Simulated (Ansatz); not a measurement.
Harmonic vibrations of the cluster Na₄H₅⁻ by finite differences.

```yaml
crystal:
  periodic: [false, false, false]
  atoms:
    - {symbol: Na, position_ang: [-1.229718, -0.491433, 1.770333]}
    - {symbol: Na, position_ang: [-0.115447, 2.145535, 0.516442]}
    - {symbol: Na, position_ang: [1.318918, 0.482794, -1.704340]}
    - {symbol: Na, position_ang: [0.216971, -2.152388, -0.442501]}
    - {symbol: H, position_ang: [0.691308, -0.054711, 0.489898]}
    - {symbol: H, position_ang: [1.190740, -1.615351, -2.337034]}
    - {symbol: H, position_ang: [-1.633446, 1.649056, 2.020158]}
    - {symbol: H, position_ang: [0.866956, 2.608084, -1.393095]}
    - {symbol: H, position_ang: [-1.306292, -2.571585, 1.080147]}
basis:
  gaussian: {orbitals: def2-SVPD}
total_charge: -1
hamiltonian: {xc: pbe, dispersion: d4}
scf: {omitted_lower_state_checks: [starts]}
phonons: {temperatures: {t_min: 298.15, t_max: 900, t_step: 200}}
```

```sh
$ ansatz run in.yaml --threads 4 --pin off --events-out ev --progress --plain --max-ram 3916MiB
```

Output, abridged:

```
Functional definition: PBE
mean field -17726.73602177 eV, -651.4455331869 hartree, gradient 1.3e-5 eV, S^2 0.000000; 0 other end points of the search recorded, 0 dependent functions left out
mean field -17726.73619872 eV, -651.4455396897 hartree, gradient 2.3e-6 eV, S^2 0.000000; 0 other end points of the search recorded, 0 dependent functions left out
mean field -17726.73583778 eV, -651.4455264254 hartree, gradient 1.7e-6 eV, S^2 0.000000; 0 other end points of the search recorded, 0 dependent functions left out
mean field -17726.73607479 eV, -651.4455351354 hartree, gradient 8.1e-7 eV, S^2 0.000000; 0 other end points of the search recorded, 0 dependent functions left out
mean field -17726.73594786 eV, -651.4455304706 hartree, gradient 8.2e-7 eV, S^2 0.000000; 0 other end points of the search recorded, 0 dependent functions left out
mean field -17726.73581148 eV, -651.4455254588 hartree, gradient 3.0e-6 eV, S^2 0.000000; 0 other end points of the search recorded, 0 dependent functions left out
mean field -17726.73622297 eV, -651.4455405806 hartree, gradient 4.7e-7 eV, S^2 0.000000; 0 other end points of the search recorded, 0 dependent functions left out
mean field -17726.73605051 eV, -651.4455342431 hartree, gradient 5.3e-7 eV, S^2 0.000000; 0 other end points of the search recorded, 0 dependent functions left out
mean field -17726.73598257 eV, -651.4455317462 hartree, gradient 5.0e-7 eV, S^2 0.000000; 0 other end points of the search recorded, 0 dependent functions left out
mean field -17726.73574862 eV, -651.4455231488 hartree, gradient 3.0e-6 eV, S^2 0.000000; 0 other end points of the search recorded, 0 dependent functions left out
mean field -17726.73628369 eV, -651.4455428121 hartree, gradient 5.5e-7 eV, S^2 0.000000; 0 other end points of the search recorded, 0 dependent functions left out
mean field -17726.73595361 eV, -651.4455306819 hartree, gradient 6.6e-7 eV, S^2 0.000000; 0 other end points of the search recorded, 0 dependent functions left out
mean field -17726.73607463 eV, -651.4455351296 hartree, gradient 6.3e-7 eV, S^2 0.000000; 0 other end points of the search recorded, 0 dependent functions left out
mean field -17726.73587422 eV, -651.4455277644 hartree, gradient 2.1e-6 eV, S^2 0.000000; 0 other end points of the search recorded, 0 dependent functions left out
mean field -17726.73616253 eV, -651.4455383595 hartree, gradient 2.3e-6 eV, S^2 0.000000; 0 other end points of the search recorded, 0 dependent functions left out
mean field -17726.73595193 eV, -651.4455306201 hartree, gradient 8.2e-7 eV, S^2 0.000000; 0 other end points of the search recorded, 0 dependent functions left out
mean field -17726.73607086 eV, -651.4455349907 hartree, gradient 8.1e-7 eV, S^2 0.000000; 0 other end points of the search recorded, 0 dependent functions left out
mean field -17726.73623629 eV, -651.4455410704 hartree, gradient 3.0e-6 eV, S^2 0.000000; 0 other end points of the search recorded, 0 dependent functions left out
mean field -17726.73579780 eV, -651.4455249562 hartree, gradient 2.7e-6 eV, S^2 0.000000; 0 other end points of the search recorded, 0 dependent functions left out
mean field -17726.73600992 eV, -651.4455327512 hartree, gradient 5.2e-7 eV, S^2 0.000000; 0 other end points of the search recorded, 0 dependent functions left out
mean field -17726.73602321 eV, -651.4455332399 hartree, gradient 4.9e-7 eV, S^2 0.000000; 0 other end points of the search recorded, 0 dependent functions left out
mean field -17726.73627983 eV, -651.4455426705 hartree, gradient 5.4e-7 eV, S^2 0.000000; 0 other end points of the search recorded, 0 dependent functions left out
mean field -17726.73575251 eV, -651.4455232917 hartree, gradient 3.0e-6 eV, S^2 0.000000; 0 other end points of the search recorded, 0 dependent functions left out
mean field -17726.73606973 eV, -651.4455349493 hartree, gradient 6.8e-7 eV, S^2 0.000000; 0 other end points of the search recorded, 0 dependent functions left out
mean field -17726.73595843 eV, -651.4455308591 hartree, gradient 6.7e-7 eV, S^2 0.000000; 0 other end points of the search recorded, 0 dependent functions left out
mean field -17726.73585763 eV, -651.4455271548 hartree, gradient 2.5e-6 eV, S^2 0.000000; 0 other end points of the search recorded, 0 dependent functions left out
mean field -17726.73617818 eV, -651.4455389346 hartree, gradient 2.8e-6 eV, S^2 0.000000; 0 other end points of the search recorded, 0 dependent functions left out
mean field -17726.73602160 eV, -651.4455331807 hartree, gradient 2.8e-6 eV, S^2 0.000000; 0 other end points of the search recorded, 0 dependent functions left out
mean field -17726.73600918 eV, -651.4455327240 hartree, gradient 5.9e-7 eV, S^2 0.000000; 0 other end points of the search recorded, 0 dependent functions left out
mean field -17726.73590659 eV, -651.4455289539 hartree, gradient 2.7e-6 eV, S^2 0.000000; 0 other end points of the search recorded, 0 dependent functions left out
mean field -17726.73612672 eV, -651.4455370438 hartree, gradient 2.7e-6 eV, S^2 0.000000; 0 other end points of the search recorded, 0 dependent functions left out
mean field -17726.73598863 eV, -651.4455319688 hartree, gradient 1.5e-6 eV, S^2 0.000000; 0 other end points of the search recorded, 0 dependent functions left out
mean field -17726.73605089 eV, -651.4455342571 hartree, gradient 2.5e-6 eV, S^2 0.000000; 0 other end points of the search recorded, 0 dependent functions left out
mean field -17726.73608177 eV, -651.4455353919 hartree, gradient 4.6e-7 eV, S^2 0.000000; 0 other end points of the search recorded, 0 dependent functions left out
mean field -17726.73595129 eV, -651.4455305966 hartree, gradient 2.3e-6 eV, S^2 0.000000; 0 other end points of the search recorded, 0 dependent functions left out
mean field -17726.73613546 eV, -651.4455373649 hartree, gradient 5.0e-7 eV, S^2 0.000000; 0 other end points of the search recorded, 0 dependent functions left out
mean field -17726.73589768 eV, -651.4455286268 hartree, gradient 5.2e-7 eV, S^2 0.000000; 0 other end points of the search recorded, 0 dependent functions left out
mean field -17726.73609562 eV, -651.4455359008 hartree, gradient 4.4e-7 eV, S^2 0.000000; 0 other end points of the search recorded, 0 dependent functions left out
mean field -17726.73594037 eV, -651.4455301956 hartree, gradient 2.3e-6 eV, S^2 0.000000; 0 other end points of the search recorded, 0 dependent functions left out
mean field -17726.73595425 eV, -651.4455307056 hartree, gradient 2.4e-6 eV, S^2 0.000000; 0 other end points of the search recorded, 0 dependent functions left out
mean field -17726.73607838 eV, -651.4455352672 hartree, gradient 4.6e-7 eV, S^2 0.000000; 0 other end points of the search recorded, 0 dependent functions left out
mean field -17726.73595455 eV, -651.4455307165 hartree, gradient 2.4e-6 eV, S^2 0.000000; 0 other end points of the search recorded, 0 dependent functions left out
mean field -17726.73608238 eV, -651.4455354141 hartree, gradient 4.2e-7 eV, S^2 0.000000; 0 other end points of the search recorded, 0 dependent functions left out
mean field -17726.73600033 eV, -651.4455323988 hartree, gradient 1.8e-6 eV, S^2 0.000000; 0 other end points of the search recorded, 0 dependent functions left out
mean field -17726.73603889 eV, -651.4455338160 hartree, gradient 2.6e-6 eV, S^2 0.000000; 0 other end points of the search recorded, 0 dependent functions left out
mean field -17726.73590550 eV, -651.4455289139 hartree, gradient 5.4e-7 eV, S^2 0.000000; 0 other end points of the search recorded, 0 dependent functions left out
mean field -17726.73612662 eV, -651.4455370399 hartree, gradient 5.1e-7 eV, S^2 0.000000; 0 other end points of the search recorded, 0 dependent functions left out
mean field -17726.73609456 eV, -651.4455358617 hartree, gradient 4.5e-7 eV, S^2 0.000000; 0 other end points of the search recorded, 0 dependent functions left out
mean field -17726.73593983 eV, -651.4455301755 hartree, gradient 2.1e-6 eV, S^2 0.000000; 0 other end points of the search recorded, 0 dependent functions left out
mean field -17726.73608768 eV, -651.4455356091 hartree, gradient 2.8e-6 eV, S^2 0.000000; 0 other end points of the search recorded, 0 dependent functions left out
mean field -17726.73594883 eV, -651.4455305063 hartree, gradient 2.0e-6 eV, S^2 0.000000; 0 other end points of the search recorded, 0 dependent functions left out
mean field -17726.73611732 eV, -651.4455366983 hartree, gradient 5.0e-7 eV, S^2 0.000000; 0 other end points of the search recorded, 0 dependent functions left out
mean field -17726.73591524 eV, -651.4455292721 hartree, gradient 5.3e-7 eV, S^2 0.000000; 0 other end points of the search recorded, 0 dependent functions left out
mean field -17726.73598734 eV, -651.4455319216 hartree, gradient 1.6e-6 eV, S^2 0.000000; 0 other end points of the search recorded, 0 dependent functions left out
mean field -17726.73604916 eV, -651.4455341933 hartree, gradient 2.4e-6 eV, S^2 0.000000; 0 other end points of the search recorded, 0 dependent functions left out
Total energy: -17727.09861713 eV, -651.4588583207 hartree
Atom 0 at    -1.229718    -0.491433     1.770333 Å, force     0.011409     0.004002    -0.009728 eV/Å
Atom 1 at    -0.115447     2.145535     0.516442 Å, force     0.000362    -0.003240    -0.003676 eV/Å
Atom 2 at     1.318918     0.482794    -1.704340 Å, force    -0.003936    -0.001267     0.004052 eV/Å
Atom 3 at     0.216971    -2.152388    -0.442501 Å, force     0.000019     0.005059    -0.002604 eV/Å
Atom 4 at     0.691308    -0.054711     0.489898 Å, force    -0.004566    -0.005387     0.002503 eV/Å
Atom 5 at     1.190740    -1.615351    -2.337034 Å, force     0.001092    -0.000106     0.002254 eV/Å
Atom 6 at    -1.633446     1.649056     2.020158 Å, force    -0.004347    -0.001366     0.004759 eV/Å
Atom 7 at     0.866956     2.608084    -1.393095 Å, force     0.001391     0.000730    -0.000267 eV/Å
Atom 8 at    -1.306292    -2.571585     1.080147 Å, force    -0.001424     0.001575     0.002707 eV/Å
Dipole moment:     0.347768    -0.028374     0.254462 e Å
Vibrations: 65.74 92.62 167.58 167.88 168.57 168.86 251.75 280.43 315.59 316.52 537.70 589.80 594.55 595.55 688.40 690.01 699.36 716.48 776.89 833.97 834.79 cm⁻¹, zero-point energy 0.592212 eV
Checks for a lower state left out: starts
```

Run time 99 s (4 threads of Intel Xeon on a shared host).

The structure comes from a short search, and lower isomers may exist.
